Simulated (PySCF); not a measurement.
Structure from 2D NMR

Compound of formula C₆H₁₂Si. Correlations simulated from computed shifts and the bond graph:

HSQC (one-bond C–H):
```
   δH    δC
 2.21  19.7
 2.12  19.7
 1.61  15.3
 1.42  15.3
 0.68   3.0
 0.13   3.0
-0.05  -0.7
```

COSY cross peaks (H two or three bonds apart, from the bond graph; peaks can be absent where the dihedral angle is near 90°):
```
  δH     δH
4.34   1.61
4.34   1.42
4.34  -0.05
2.21   2.12
2.21   1.61
2.21   1.42
2.12   1.61
2.12   1.42
1.61   1.42
0.68   0.13
0.68  -0.05
0.13  -0.05
```

HMBC (two and three bonds, from the bond graph):
```
   δH                     δC
 4.34  19.7, 15.3, 3.0, -0.7
 2.21                   15.3
 2.12                   15.3
 1.61       19.7, 15.3, -0.7
 1.42       19.7, 15.3, -0.7
 0.68              3.0, -0.7
 0.13              3.0, -0.7
-0.05              15.3, 3.0
```

- GFN2-xTB structure
- GIAO PBE0/pcSseg-1 shieldings
- program: PySCF 2.14.0 with density-fitted response routines
- one averaged value for each set of equivalent atoms, single conformer, non-relativistic, in vacuum

Referencing at the same level of theory: TMS for ¹H and ¹³C.

Exchangeable hydrogens are left out of these lists.

Task: Work out the connectivity.

Result: SMILES C1C[SiH](C2CC2)C1.

Atom-mapped SMILES (the numbers label the heavy atoms): `[CH2:1]1[CH2:2][SiH:3]([CH:4]2[CH2:5][CH2:6]2)[CH2:7]1`. Each H is labelled by its parent atom. Ha(C1), Ha(C2), Ha(C7) are cis to C4 on the ring; Ha(C5), Ha(C6) are cis to Si3 on the ring; Hb(C1), Hb(C2), Hb(C7) are trans to C4 on the ring; Hb(C5), Hb(C6) are trans to Si3 on the ring.

- δC 19.7 is C1, an sp3 CH2 in a ring (δH 2.12, 2.21).
- δC 15.3 is C2/C7, an sp3 CH2 bonded to Si (δH 1.42, 1.61).
- δC 3.0 is C5/C6, a three-membered-ring carbon (δH 0.68, 0.13).
- δC -0.7 is C4, a three-membered-ring carbon (δH -0.05).
- COSY links 4.34–1.61, 4.34–1.42, 4.34–-0.05, 2.21–2.12, 2.21–1.61, 2.21–1.42.

This is the structure that produced the data.

Shifts are as computed. Against solution values, carbons near 30 ppm lie about +3 ppm off and those near 130 ppm about +5 ppm. Of 1309 compounds with measured shifts, 239 miss one by over three times the rms of a fit or turn the order of signals round; such compounds aren't used in these exercises.
